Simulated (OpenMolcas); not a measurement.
**Pd2+: moving or changing the point charges**

Pd2+ among 6 point charges of -1.7 e arranged as an octahedron (Oh), 1.89 Å from the ion.
```
   1.8900    0.0000    0.0000  -1.70
   0.0000    1.8900    0.0000  -1.70
  -1.8900    0.0000    0.0000  -1.70
   0.0000   -1.8900    0.0000  -1.70
   0.0000    0.0000    1.8900  -1.70
   0.0000    0.0000   -1.8900  -1.70
```

* Program: OpenMolcas
* Method: SS-CASPT2, IPEA 0.25 Eh, imaginary shift 0.1 Eh (closed shells correlated: 4s 4p)
* Basis: ANO-RCC-VDZP [6s5p3d1f]
* Scalar Hamiltonian: DKH2, point nucleus
* Active space: 8 electrons in 5 orbitals (4d)
* State averaging: 2S+1 = 3 even, 10 roots; 2S+1 = 1 even, 15 roots
* Spin-orbit coupling: state interaction with AMFI integrals over the reference wave functions

Runs around this geometry, states (labels of O, the rotations of Oh). Energies in cm-1 above the lowest state or level, χT in cm3 K/mol.

| R (Å) | q (e) | Ground state | First state of that spin | First gap with spin-orbit (degeneracies) | χT at 300 K | First state of another spin |
| --- | --- | --- | --- | --- | --- | --- |
| 2.07 | -1.1 | 3A2 | 3T2 4900 | 4210 (3, 2) | 2.162 | 1E 12110 |
| 1.89 | -1.7 | 3A2 | 3T2 12030 | 10580 (3, 2) | 1.555 | 1E 13140 |
| 2.3 | -1.7 | 3A2 | 3T2 4830 | 4140 (3, 2) | 2.175 | 1E 12130 |

Taking the first state of the same spin as R^-n, n = -ln(4830 / 12030) / ln(2.3 / 1.89) = 4.6 between the shortest and longest distance.

Roots that are degenerate in the reference are averaged as groups; the widest CASPT2 spread within a group is 530 cm-1 (the 3-fold group of multiplicity 3 near 4900 cm-1 above the lowest state of its run, R = 2.07, q = -1.1). Shifts and gaps below about the spread of the groups concerned are not significant. Real 4d8 and 5d8 ions are as a rule square planar and diamagnetic. Free-ion shares, where given, are those of the reference states; single-state CASPT2 does not remix them. This is an electrostatic model: the charges have no orbitals. No measured value stands beside these numbers.
